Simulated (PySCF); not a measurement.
# Structure and specific rotation at 589.3 nm (origin-invariant length gauge)

The calculation used PySCF, TDDFT LC-wPBE/def2-SVPD circular dichroism and optical rotation, one conformer, gas phase. Geometry: GFN2-xTB.

Each molecule in one low-energy conformer. The parent is C[C@@H]1O[C@@H](F)C[C@@H]1Cl.

Question: Order by specific rotation at 589.3 nm (origin-invariant length gauge), lowest first.
A. C[C@H]1O[C@@H](F)C[C@@H]1Cl
B. C[C@H]1O[C@H](F)C[C@@H]1Cl
C. C[C@@H]1O[C@@H](F)C[C@@H]1Cl

Answer: C (-89), A (23), B (83).

All values:
```tsv
molecule	change	[α]589 (deg dm⁻¹ (g/mL)⁻¹)	S1 (eV)	R(S1), velocity form (10⁻⁴⁰ esu² cm²)
C[C@@H]1O[C@@H](F)C[C@@H]1Cl	base	-89.2	7.66	+0.5
C[C@H]1O[C@H](F)C[C@@H]1Cl	diastereomer	+82.7	7.62	-0.3
C[C@H]1O[C@@H](F)C[C@@H]1Cl	diastereomer	+22.8	7.51	+0.3
```
